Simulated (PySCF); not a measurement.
A calculated (UHF, PySCF 2.14, pcseg-2, no relativity, point nucleus) atom or ion has these occupied shells.

```tsv
shell	electrons	orbital energy (eV)	rms radius, mean of both spins (bohr)
1s α	1	-6561.0	0.0713
1s β	1	-6560.9	0.0713
2s α	1	-810.04	0.305
2s β	1	-806.14	0.305
2p α	3	-693.28	0.275
2p β	3	-689.40	0.275
3s α	1	-126.60	0.927
3s β	1	-115.41	0.927
3p α	3	-91.683	0.991
3p β	3	-78.074	0.991
3d α	5	-34.957	1.24
```

Problem. Name the element and its charge.

Solution. Mn²⁺ (manganese, charge +2), in [Ar] 3d5, high-spin 6S determinant.
